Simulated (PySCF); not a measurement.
Species: pivaloyl chloride, C5H9ClO.
Cartesian coordinates in Å at the PBE0-D3(BJ)/def2-SVP level; atoms count from 1:
```
atom  x, y, z in Å
C1     0.0870    1.3983   -0.6417
C2    -0.0621    0.0329    0.0287
C3    -0.1322   -1.0759   -1.0282
C4     1.1070   -0.2201    0.9869
C5    -1.3696    0.0463    0.8111
O6    -2.1593    0.9242    0.8646
Cl7   -1.6855   -1.4818    1.7158
H8     0.1282    2.2056    0.1035
H9     1.0167    1.4204   -1.2295
H10   -0.7562    1.6074   -1.3149
H11    0.8015   -1.0797   -1.6108
H12   -0.9678   -0.9100   -1.7251
H13   -0.2572   -2.0639   -0.5643
H14    1.1572    0.5515    1.7701
H15    1.0239   -1.2020    1.4723
H16    2.0497   -0.1903    0.4197
```

Computed with PySCF at CAM-B3LYP/def2-SVPD, non-relativistic, on one gas-phase PBE0-D3(BJ)/def2-SVP geometry that isn't relaxed in the solvent. The solvent is an IEF-PCM continuum (Bondi radii, 1.10 Å for H, scaled by 1.2), and excitations are vertical TDDFT with non-equilibrium linear response and a frozen core. Only the electrostatic response of the medium enters.

Gas-phase singlets (H = HOMO, L = LUMO):

| state | E (eV) | λ (nm) | f | leading configurations |
| --- | --- | --- | --- | --- |
| S1 | 5.131 | 242 | 0.000 | H→L 96% |
| S2 | 6.703 | 185 | 0.000 | H-1→L 98% |
| S3 | 7.006 | 177 | 0.003 | H-2→L 75%, H→L+2 14% |
| S4 | 7.808 | 159 | 0.043 | H-1→L+2 37%, H-1→L+1 14% |
| S5 | 7.927 | 156 | 0.005 | H-2→L+2 50%, H-2→L+1 20% |

Problem. What are the lowest 5 singlets in chloroform (ε = 4.711)?

Solution. 
```csv
state,E (eV),λ (nm),f,leading configurations,change by rank (eV)
S1,5.185,239,0.001,H→L 96%,+0.054
S2,6.734,184,0.000,H-1→L 97%,+0.031
S3,7.038,176,0.004,"H-2→L 76%, H→L+1 10%",+0.032
S4,7.696,161,0.005,H-3→L 96%,-0.112
S5,7.767,160,0.104,"H-4→L 40%, H→L+1 15%",-0.160
```

Problem. What are the lowest 5 singlets in acetone (ε = 20.49)?

Solution. 
```
state  E (eV)  λ (nm)      f  leading configurations  change by rank (eV)
   S1   5.207     238  0.001                 H→L 95%               +0.076
   S2   6.747     184  0.000               H-1→L 96%               +0.044
   S3   7.055     176  0.004    H-2→L 76%, H→L+1 11%               +0.049
   S4   7.617     163  0.004    H-4→L 72%, H-3→L 23%               -0.191
   S5   7.729     160  0.095    H-3→L 50%, H-4→L 17%               -0.198
```

Problem. The ground-state energy changes by -0.167 eV from gas to acetone. By how much does the total energy of gas-phase S1 change?

Solution. E(S1) = E(S0) + excitation energy, so it changes by -0.167 + 0.076 = -0.091 eV: it is lowered less than the ground state, which is what a blue shift means. This is the vertical state, with the slow part of the continuum still set for S0.

Problem. How do the frontier levels move from gas to acetone?

Solution. 
```tsv
orbital	gas (eV)	solvent (eV)	change (eV)	Löwdin shares, gas	Löwdin shares, solvent
LUMO+2	1.42	1.57	+0.15	Cl7 46 %, C5 14 %, H9 8 %, C1 6 %	Cl7 29 %, C1 10 %, C5 10 %, H9 8 %
LUMO+1	1.06	1.15	+0.09	Cl7 19 %, C3 11 %, C4 10 %, C5 10 %	Cl7 45 %, C5 16 %, O6 8 %, C3 5 %
LUMO	0.13	0.09	-0.04	C5 40 %, O6 33 %, Cl7 11 %, C2 5 %	C5 41 %, O6 33 %, Cl7 11 %, C2 5 %
HOMO	-9.81	-9.88	-0.07	O6 48 %, Cl7 26 %, C5 8 %, C2 8 %	O6 45 %, Cl7 24 %, C2 9 %, C5 9 %
HOMO-1	-10.55	-10.61	-0.06	Cl7 75 %, C5 8 %, C2 4 %	Cl7 70 %, C5 7 %, C2 4 %
HOMO-2	-10.65	-10.75	-0.10	Cl7 76 %, O6 10 %, C5 9 %	Cl7 76 %, O6 9 %, C5 8 %
HOMO-3	-11.40	-11.10	+0.30	C1 24 %, C2 23 %, C4 12 %, C3 11 %	C4 22 %, C2 21 %, C1 13 %, C3 12 %
```

The HOMO–LUMO gap goes from 9.93 to 9.97 eV. Rows go by rank; for LUMO+1 the atom shares or the degeneracy differ between the runs, so the row needn't follow one orbital.
